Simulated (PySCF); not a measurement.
I$_{2}$Zn, singlet, at a GFN2-xTB geometry (such geometries of metal compounds can be far from the true shape) (core potentials on I). Base run: PBE0/def2-SVP (PySCF).

Input for PySCF:
```python
from pyscf import gto, scf, dft

mol = gto.M(
    atom='''
Zn    0.000000    0.000000    0.000000
I    -0.000000   -0.000000   -2.446231
I     0.000000    0.000000    2.446231
''',
    basis='def2-svp',
    ecp={'I': 'def2-svp'},
    charge=0,
    spin=0,
    verbose=4,
)

mf = dft.RKS(mol)
mf.xc = 'pbe0'
mf.kernel()
mf.analyze()
```

Variants of this job, named by their change:

```csv
change,basis functions,E (Eh),HOMO (eV),HOMO-LUMO gap (eV)
base,83,-2374.43566,-7.72,5.74
basis = Sapporo-DKH3-DZP-2012; relativity = none (without ecp={'I': 'def2-svp'}),144,-15144.58345,-8.67,6.67
basis = x2c-TZVPall; relativity = none (without ecp={'I': 'def2-svp'}),168,-15306.47034,-7.92,6.13
basis = x2c-TZVPall; relativity = spin-free X2C; nucleus = Gaussian (with nucmod='G'; without ecp={'I': 'def2-svp'}),168,-16026.25924,-7.78,5.73
basis = Sapporo-DKH3-DZP-2012; relativity = spin-free X2C; nucleus = Gaussian (with nucmod='G'; without ecp={'I': 'def2-svp'}),144,-16025.37148,-7.82,5.60
basis = Sapporo-DKH3-DZP-2012; relativity = spin-free X2C (without ecp={'I': 'def2-svp'}),144,-16025.79977,-7.82,5.60
basis = jorge-DZP-DKH; relativity = spin-free X2C (without ecp={'I': 'def2-svp'}),139,-16015.04991,-7.73,5.59
basis = jorge-DZP-DKH; relativity = none (without ecp={'I': 'def2-svp'}),139,-15461.92660,-7.96,5.97
basis = x2c-TZVPall; relativity = spin-free X2C (without ecp={'I': 'def2-svp'}),168,-16026.67083,-7.78,5.73
basis = jorge-DZP-DKH; relativity = spin-free X2C; nucleus = Gaussian (with nucmod='G'; without ecp={'I': 'def2-svp'}),139,-16014.63758,-7.73,5.59
```

Totals shift with the method and basis; they matter in differences.

Basis sets contracted for a relativistic Hamiltonian are a mismatch without it, so the rows without relativity aren't non-relativistic limits. No row has spin-orbit coupling; sets with core potentials leave out the core electrons.
